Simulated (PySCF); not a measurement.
Two species compared at the same levels of theory.

First species: C7H8ClNSi.
InChI=1S/C7H8ClNSi/c1-4-6-10(8,9-3)7-5-2/h3H2,1-2H3

Second species: C4H10ClPSi2.
Structure used (GFN2-xTB), in Å, numbered top down from 1:
```xyz
18
C4H10ClPSi2 angstrom
C     -0.1880    2.3686   -1.2469
C     -0.7007    1.3066   -0.6376
C      0.0479    0.1768   -0.1138
C     -0.5950   -0.8544    0.4602
Si    -2.4531   -1.0700    0.7055
Si     1.9536    0.1760   -0.2400
P      2.9619   -1.6662    0.5632
Cl     2.6911    1.7376    0.8266
H     -0.8172    3.1655   -1.6051
H      0.8691    2.4907   -1.4072
H     -1.7737    1.2424   -0.5008
H      0.0134   -1.6727    0.8336
H     -3.1410   -1.0372   -0.5885
H     -2.6547   -2.3766    1.3339
H     -2.9753   -0.0157    1.5788
H      2.3917    0.3115   -1.6343
H      2.1208   -2.5535   -0.0815
H      2.2404   -1.7231    1.7422
```

Levels: PBE0/pcSseg-1 for dipole moment, HOMO energy, LUMO energy and HOMO–LUMO gap; GFN2-xTB for rotational constant A and rotational constant C. Geometries: GFN2-xTB. Each species is one conformer at its optimised geometry, gas phase, non-relativistic unless stated. Electronic properties by PySCF.

The conformers computed, where there is a choice (atom-mapped SMILES and torsion angles):
- `[CH2:1]=[N:2][Si:3]([Cl:4])([C:5]#[C:6][CH3:7])[C:8]#[C:9][CH3:10]`: C1–N2–Si3–Cl4 -122°
- `[CH2:1]=[CH:2]/[C:3](=[CH:4]\[SiH3:5])[Si@H:6]([PH2:7])[Cl:8]`: C1–C2–C3–C4 -179°, C2–C3–Si6–P7 -178°, H–P7–Si6–C3 47°, H–P7–Si6–C3 -46°

Values for the first species:

| Property | Result |
| --- | --- |
| Dipole moment | 3.78 D |
| HOMO energy | -7.05 eV |
| LUMO energy | -1.08 eV |
| HOMO–LUMO gap | 5.97 eV |
| Rotational constant A | 0.882 GHz |
| Rotational constant C | 0.501 GHz |

Problem. Estimate the same properties for the second species, and the change in each.

Solution. 
```
             property      first     second  second less first
        dipole moment     3.78 D     2.05 D            -1.73 D
          HOMO energy   -7.05 eV   -7.32 eV           -0.27 eV
          LUMO energy   -1.08 eV   -1.76 eV           -0.68 eV
        HOMO–LUMO gap    5.97 eV    5.56 eV           -0.41 eV
rotational constant A  0.882 GHz  1.184 GHz         +0.302 GHz
rotational constant C  0.501 GHz  0.456 GHz         -0.045 GHz
```

On the first: The dipole equals about 12.6 × 10⁻³⁰ C·m (1 D = 3.33564 × 10⁻³⁰ C·m). GFN2-xTB frequencies show an imaginary mode (21i cm⁻¹), so this geometry is no minimum at that level.

On the second: The dipole equals about 6.8 × 10⁻³⁰ C·m (1 D = 3.33564 × 10⁻³⁰ C·m). A dipole of 2.05 D is allowed in C1, and pure rotational transitions are dipole-allowed.
